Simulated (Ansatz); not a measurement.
Two isomers of C2H7Sb: A = `C[CH2][SbH2]`, B = `[CH3][SbH][CH3]`.

Computed with Ansatz on PBE0-D4/def2-TZVP structures; ΔE is electronic, products minus reactants. CBS: MP2 limit from def2 TZ/QZ plus the TZ coupled-cluster correction, frozen cores. Functionals use def2-TZVPP. B3LYP here is the variant with VWN-RPA as its local correlation; programs differ in this. def2 core potentials past Kr. For Sb outer-core shells are correlated without core-valence functions, which leaves a few kJ/mol of doubt a bond.

(1) Which isomer does CCSD(T)/CBS put lower? Give the gap. (An estimate is asked.)

(2) Give E(B) − E(A) in kcal/mol with BLYP-D4, CCSD(T)/def2-SVP, r2SCAN-D4, B3LYP, ωB97M-V, B2PLYP, CCSD/def2-TZVPP. (Best estimate.)

(3) Does the order hold for the free energy at 298.15 K (harmonic terms from PBE0-D4)? (Best estimate.)

Largest T1 diagnostic: 0.012.

Answers

(1) Ansatz gave: B, by 7.0 kcal/mol.

(2) Ansatz gave: BLYP-D4 -6.4, CCSD(T)/def2-SVP -1.8, r2SCAN-D4 -6.3, B3LYP -6.3, ωB97M-V -6.1, B2PLYP -6.5, CCSD/def2-TZVPP -5.9. None reverses the order clearly.

(3) Ansatz gave: Yes: G(B) − G(A) = -7.0 kcal/mol.

From BLYP to BHLYP (50 % exact exchange), in def2-TZVPP and without D4, E(B) − E(A) moves by +0.8 kcal/mol. Leaving LDA and LC-ωPBE aside and taking each functional with its dispersion term where it has one, the values, not all of them listed here, spread over 1.3 kcal/mol, from B2PLYP to B97M-V. LDA lies +2.2 kcal/mol from PBE without D4.
